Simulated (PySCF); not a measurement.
Simulation results for CH₄Al₂Cl, CH₄AlBCl

All values are calculated (PySCF 2.14.0). Calculation on a computer-drawn molecule: the log of a Hartree-Fock and frozen-core CCSD(T) single point meant for a local Hartree-Fock minimum, with one planted fault or none, to be diagnosed. Offsets are logged minus clean, where the clean run is the same molecule without the fault. The reference is restricted for singlets and unrestricted otherwise, and also for a bond in bohr or an excited solution. Adding or removing an electron swaps singlet and doublet. The excited solution moves the top pair (singlet) or top alpha electron (doublet) to the lowest empty orbital. Highest occupied and lowest empty are orbital energies over both spins, largest force is the largest gradient component, triples share is (T) over the correlation energy, the T1 limit is 0.02 restricted and 0.045 unrestricted, electrons count all cores, a negative frequency is imaginary (commonest isotopes), and the dipole is about the centre of nuclear charge.

Common to all runs: meant basis cc-pV(D+d)Z; logged SCF converged yes; logged CC converged yes; logged SCF stable within its kind yes; possible faults no fault, one electron removed, one electron added, multiplicity raised by two, geometry at a saddle point, SCF held on an excited solution, minimal basis STO-3G, one bond length entered in bohr, all coordinates scaled.

(1) CH₄Al₂Cl

Logged structure:
```xyz
8
CH4Al2Cl
C     -2.1197     1.2686    -0.6111
Al    -0.2090     0.7975    -0.7071
Al     1.7145     2.5348    -0.1415
Cl     2.5782     2.5788     1.8305
H     -2.3270     2.1722    -0.0313
H     -2.6979     0.4458    -0.1743
H     -2.5159     1.4246    -1.6229
H      0.2090    -0.5771    -1.3863
```

* meant charge: 0
* meant multiplicity: 2
* logged electrons: 53
* logged basis functions: 103
* logged spin squared: 0.7898
* logged highest occupied: -7.4552 eV
* logged lowest empty: 0.62709 eV
* logged largest force: 1.476e-05 hartree/bohr
* logged lowest frequency: 39.337 cm⁻¹
* logged T1 diagnostic: 0.017694
* logged D1 diagnostic: 0.063839
* logged triples share: 0.026415
* logged dipole magnitude: 2.3121 debye
* logged energy HF: -983.59119 hartree
* logged energy CCSD(T): -984.04256 hartree
* planted fault: no fault
* HF energy offset from clean run: 0 kcal/mol
* CCSD(T) energy offset from clean run: 0 kcal/mol

Drawn bonds:
```tsv
atom	other atom	order
1	2	1
2	3	1
3	4	1
1	5	1
1	6	1
1	7	1
2	8	1
```

(2) CH₄AlBCl

Logged structure:
```xyz
8
CH4AlBCl
C      2.3268     1.3306     0.6111
Al     0.7929     0.7398    -0.4053
B     -0.7918    -0.2456     0.9025
Cl    -1.9365    -0.9527     1.8251
H      2.8092     0.4936     1.1269
H      3.0682     1.7967    -0.0427
H      2.0410     2.0625     1.3740
H      0.2598     0.7101    -1.8672
```

- meant charge: 1
- meant multiplicity: 1
- logged electrons: 43
- logged basis functions: 94
- logged spin squared: 0.7672
- logged highest occupied: -22.194 eV
- logged lowest empty: -13.22 eV
- logged largest force: 0.095849 hartree/bohr
- logged T1 diagnostic: 0.026417
- logged D1 diagnostic: 0.12095
- logged triples share: 0.032603
- logged dipole magnitude: 7.9032 debye
- logged energy HF: -765.52091 hartree
- logged energy CCSD(T): -765.96084 hartree
- planted fault: one electron removed
- HF energy offset from clean run: 336.5 kcal/mol
- CCSD(T) energy offset from clean run: 353.9 kcal/mol

Drawn bonds:
```tsv
atom	other atom	order
1	2	1
2	3	1
3	4	1
1	5	1
1	6	1
1	7	1
2	8	1
```
